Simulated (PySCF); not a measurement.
# MLi for M along the fourth-period p block

CCSD(T) with double-zeta basis sets in PySCF, for the lowest determinant that a PBE0 search found; no spin–orbit coupling. De refers to high-spin ground-configuration atoms.

```tsv
M	basis	reference, frozen orbitals	state (unpaired electrons)	Re (Å)	ωe (cm⁻¹)	De (eV)
Ge	cc-pVDZ/cc-pVDZ-PP	UHF, 4	quartet (σ ↑, π ↑↑)	2.429	408	1.61
As	cc-pVDZ/cc-pVDZ-PP	UHF, 4	triplet (π ↑↑)	2.471	419	1.24
Se	def2-SVP	UHF, 9	doublet (π ↑)	2.295	509	2.49
Br	cc-pVDZ/cc-pVDZ-PP	RHF, 4	singlet (closed shell)	2.229	546	3.98
```

The shortest bond is that of LiBr (2.229 Å), the longest that of LiAs (2.471 Å). LiBr is bound most strongly (3.98 eV) and LiAs least (1.24 eV).

The rows differ in basis set, which adds steps of its own.

The state changes along the series, so neighbouring rows are not always alike in their bonding.

Correlated steps freeze the inner cores (4 to 9 orbitals); shallow outer-core shells are correlated. Correlated levels converge slowly with the basis: in double zeta they bind strong bonds too weakly, by up to about 1 eV, and carry superposition errors of some tenths. Where the molecule has an RHF reference, its open-shell atoms are computed with UHF. States were picked by a PBE0 search and need not be the measured ground states.
